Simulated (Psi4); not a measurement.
C5H12Te, singlet, geometry from GFN2-xTB (core potentials on Te); Psi4 with PBE0/def2-TZVPD.

The Psi4 input:
```
memory 2 GB

molecule {
0 1
Te    0.27250768   -0.00965595    0.86475236
C     1.46295751   -0.93652391   -0.71098149
C     0.74902780   -2.02785013   -1.48014822
H     2.32848645   -1.34483319   -0.19520138
H     1.80994685   -0.15458239   -1.38114257
H    -0.09488170   -1.62770268   -2.03719068
H     0.38195353   -2.80039329   -0.80786089
H     1.43149563   -2.49084963   -2.19324696
C    -1.12440376    1.12290693   -0.40393696
C    -2.31706563    0.28386365   -0.82316146
C    -0.42504875    1.73818916   -1.59837019
H    -1.46849033    1.91863450    0.25855447
H    -3.02843277    0.89649311   -1.37825767
H    -2.01076877   -0.53933803   -1.46444417
H    -2.82671797   -0.12804336    0.04534442
H     0.42891594    2.33712758   -1.28764923
H    -1.11471681    2.38434345   -2.14189587
H    -0.07999240    0.96773925   -2.28454245
}

set {
  basis def2-tzvpd
}

energy('pbe0')
print_variables()
```

Write the output that Psi4 gives for this input, abridged.


```
   => Loading Basis Set <=

    Name: DEF2-TZVPD
    Role: ORBITAL
    Keyword: BASIS

    !!!  WARNING: ECP capability is in beta. Please check occupations closely.  !!!

         ---------------------------------------------------------
                                   SCF
               by Justin Turney, Rob Parrish, Andy Simmonett
                          and Daniel G. A. Smith
                              RKS Reference
         ---------------------------------------------------------

  ==> Geometry <==

    Molecular point group: c1
    Full point group: C1

    Geometry (in Angstrom), charge = 0, multiplicity = 1:

       Center              X                  Y                   Z               Mass
    ------------   -----------------  -----------------  -----------------  -----------------
         TE           0.216717397803    -0.011273306529     0.680823457489   129.906222748000
         C            1.407167227803    -0.938141266529    -0.894910392511    12.000000000000
         C            0.693237517803    -2.029467486529    -1.664077122511    12.000000000000
         H            2.272696167803    -1.346450546529    -0.379130282511     1.007825032230
         H            1.754156567803    -0.156199746529    -1.565071472511     1.007825032230
         H           -0.150671982197    -1.629320036529    -2.221119582511     1.007825032230
         H            0.326163247803    -2.802010646529    -0.991789792511     1.007825032230
         H            1.375705347803    -2.492466986529    -2.377175862511     1.007825032230
         C           -1.180194042197     1.121289573471    -0.587865862511    12.000000000000
         C           -2.372855912197     0.282246293471    -1.007090362511    12.000000000000
         C           -0.480839032197     1.736571803471    -1.782299092511    12.000000000000
         H           -1.524280612197     1.917017143471     0.074625567489     1.007825032230
         H           -3.084223052197     0.894875753471    -1.562186572511     1.007825032230
         H           -2.066559052197    -0.540955386529    -1.648373072511     1.007825032230
         H           -2.882508252197    -0.129660716529    -0.138584482511     1.007825032230
         H            0.373125657803     2.335510223471    -1.471578132511     1.007825032230
         H           -1.170507092197     2.382726093471    -2.325824772511     1.007825032230
         H           -0.135782682197     0.966121893471    -2.468471352511     1.007825032230

  Running in c1 symmetry.

  Rotational constants: A =      0.06797  B =      0.05354  C =      0.03895 [cm^-1]
  Rotational constants: A =   2037.73468  B =   1605.12541  C =   1167.58111 [MHz]
  Nuclear repulsion =  361.024709600870551

  Charge       = 0
  Multiplicity = 1
  Electrons    = 66
  Nalpha       = 33
  Nbeta        = 33

  ==> Algorithm <==

  SCF Algorithm Type is DF.
  DIIS enabled.
  MOM disabled.
  Fractional occupation disabled.
  Guess Type is SAD.
  Energy threshold   = 1.00e-06
  Density threshold  = 1.00e-06
  Integral threshold = 1.00e-12

  ==> Primary Basis <==

  Basis Set: DEF2-TZVPD
    Blend: DEF2-TZVPD
    Number of shells: 144
    Number of basis functions: 352
    Number of Cartesian functions: 392
    Spherical Harmonics?: true
    Max angular momentum: 3

  Core potential: DEF2-TZVPD
    Number of shells: 4
    Number of ECP primitives: 18
    Number of ECP core electrons: 28
    Max angular momentum: 3

  ==> DFT Potential <==

   => LibXC <=

    Version 7.1.2
    S. Lehtola, C. Steigemann, M. J. T. Oliveira, and M. A. L. Marques,  SoftwareX 7, 1–5 (2018) (10.1016/j.softx.2017.11.002)

   => Composite Functional: PBE0 <=

    PBE0 Hyb-GGA Exchange-Correlation Functional

    C. Adamo and V. Barone,  J. Chem. Phys. 110, 6158 (1999) (10.1063/1.478522)
    M. Ernzerhof and G. E. Scuseria,  J. Chem. Phys. 110, 5029 (1999) (10.1063/1.478401)

    Deriv               =              1
    GGA                 =           TRUE
    Meta                =          FALSE

    Exchange Hybrid     =           TRUE
    MP2 Hybrid          =          FALSE

   => Exchange Functionals <=

    0.7500   Perdew, Burke & Ernzerhof

   => Exact (HF) Exchange <=

    0.2500               HF

   => Correlation Functionals <=

    1.0000   Perdew, Burke & Ernzerhof

   => LibXC Density Thresholds  <==

    XC_HYB_GGA_XC_PBEH:  1.00E-15

   => Molecular Quadrature <=

    Radial Scheme          =       TREUTLER
    Pruning Scheme         =           NONE
    Nuclear Scheme         =       TREUTLER

    Blocking Scheme        =         OCTREE
    BS radius alpha        =              1
    Pruning alpha          =              1
    Radial Points          =             75
    Spherical Points       =            302
    Total Points           =         381598
    Total Blocks           =           2808
    Max Points             =            256
    Max Functions          =            342
    Weights Tolerance      =       1.00E-15

   => Loading Basis Set <=

    Name: (DEF2-TZVPD AUX)
    Role: JKFIT
    Keyword: DF_BASIS_SCF

  ==> Integral Setup <==

  SCF_SUBTYPE=INCORE selected. In-core MEM_DF algorithm will be used.
  Using in-core AOs.

  ==> MemDFJK: Density-Fitted J/K Matrices <==

    J tasked:                   Yes
    K tasked:                   Yes
    wK tasked:                   No
    Algorithm:                 Core
    Schwarz Cutoff:           1E-12
    Mask sparsity (%):       2.8716
    Fitting Condition:        1E-10

   => Auxiliary Basis Set <=

  Basis Set: (DEF2-TZVPD AUX)
    Blend: DEF2-UNIVERSAL-JKFIT
    Number of shells: 243
    Number of basis functions: 809
    Number of Cartesian functions: 994
    Spherical Harmonics?: true
    Max angular momentum: 5

  Minimum eigenvalue in the overlap matrix is 6.6131767822E-06.
  Reciprocal condition number of the overlap matrix is 4.2800966382E-07.
    Using symmetric orthogonalization.

  ==> Pre-Iterations <==

  SCF Guess: Superposition of Atomic Densities via on-the-fly atomic UHF (no occupation information).

   -------------------------
    Irrep   Nso     Nmo
   -------------------------
     A        352     352
   -------------------------
    Total     352     352
   -------------------------

  ==> Iterations <==

                           Total Energy        Delta E     RMS |[F,P]|

   @DF-RKS iter SAD:  -463.43956020811549   -4.63440e+02   0.00000e+00
   @DF-RKS iter   1:  -464.40452168371877   -9.64961e-01   4.26590e-03 DIIS/ADIIS
   @DF-RKS iter   2:  -461.89898548381285    2.50554e+00   6.61965e-03 DIIS/ADIIS
   @DF-RKS iter   3:  -465.53252580737598   -3.63354e+00   9.77524e-04 DIIS/ADIIS
   @DF-RKS iter   4:  -465.58528354222517   -5.27577e-02   6.24952e-04 DIIS/ADIIS
   @DF-RKS iter   5:  -465.60681167733600   -2.15281e-02   2.24620e-04 DIIS/ADIIS
   @DF-RKS iter   6:  -465.60932289815349   -2.51122e-03   6.83081e-05 DIIS
   @DF-RKS iter   7:  -465.60958401996641   -2.61122e-04   1.21717e-05 DIIS
   @DF-RKS iter   8:  -465.60959020490571   -6.18494e-06   5.42610e-06 DIIS
   @DF-RKS iter   9:  -465.60959186469080   -1.65979e-06   1.62221e-06 DIIS
   @DF-RKS iter  10:  -465.60959203288132   -1.68191e-07   3.33532e-07 DIIS
  Energy and wave function converged.

  ==> Post-Iterations <==

   Electrons on quadrature grid:
      Ntotal   =   66.0001655136 ; deviation = 1.655e-04

    Orbital Energies [Eh]
    ---------------------

    Doubly Occupied:

[...]
    Virtual:

[...]
     352A    104.758015

    Final Occupation by Irrep:
              A
    DOCC [    33 ]
    NA   [    33 ]
    NB   [    33 ]

  @DF-RKS Final Energy:  -465.60959203288132

   => Energetics <=

    Nuclear Repulsion Energy =            361.0247096008705512
    One-Electron Energy =               -1449.7292869182610957
    Two-Electron Energy =                 662.8111243356368050
    DFT Exchange-Correlation Energy =     -39.7161390511276693
    Empirical Dispersion Energy =           0.0000000000000000
    VV10 Nonlocal Energy =                  0.0000000000000000
    Total Energy =                       -465.6095920328813236

Computation Completed

Properties will be evaluated at   0.000000,   0.000000,   0.000000 [a0]

Properties computed using the SCF density matrix

 Multipole Moments:

 ------------------------------------------------------------------------------------
     Multipole            Electronic (a.u.)      Nuclear  (a.u.)        Total (a.u.)
 ------------------------------------------------------------------------------------

 L = 1.  Multiply by 2.5417464519 to convert [e a0] to [Debye]
 Dipole X            :         21.2831862          -21.3772880           -0.0941018
 Dipole Y            :         -0.2535097            0.3091992            0.0556895
 Dipole Z            :         68.0869671          -68.6960305           -0.6090635
 Magnitude           :                                                    0.6188011

 ------------------------------------------------------------------------------------

  Variable Map:
  ----------------------------------------------------------------------------
[...]
  Array Variable Map:
  ----------------------------------------------------------------------------
[...]
[...]
```
